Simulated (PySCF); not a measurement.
Working with the constants of DyF

ROHF-MP2 constants of DyF, sextet, about 9.6 electrons in the 4f shell (Mulliken), real f orbitals that mix terms (PySCF, spin-free X2C with a Gaussian nucleus, basis sets Dy x2c-SVPall, F x2c-SVPall; masses 163.9292 and 18.9984 u):

* ωe: 546.5 cm⁻¹
* ωexe: 1.93 cm⁻¹
* Be: 0.24365 cm⁻¹
* αe: 0.00122 cm⁻¹
* D (centrifugal): 1.94e-07 cm⁻¹

(1) Give the vibrational terms G(v) and spacings up to v = 6.

Correlated steps freeze 19 core orbitals. These are scalar-relativistic numbers at best; spin–orbit coupling would shift them, the dissociation energy most. With d or f electrons several states lie close, and the lowest PBE0 determinant need not be the measured ground state.

Results:

(1) G(v) = ωe(v+½) − ωexe(v+½)².

| v | G(v) (cm⁻¹) | G(v) − G(v−1) | Bv (cm⁻¹) |
| --- | --- | --- | --- |
| 0 | 272.8 |  | 0.2430 |
| 1 | 815.4 | 542.6 | 0.2418 |
| 2 | 1354.2 | 538.8 | 0.2406 |
| 3 | 1889.1 | 534.9 | 0.2394 |
| 4 | 2420.2 | 531.1 | 0.2382 |
| 5 | 2947.4 | 527.2 | 0.2369 |
| 6 | 3470.7 | 523.3 | 0.2357 |
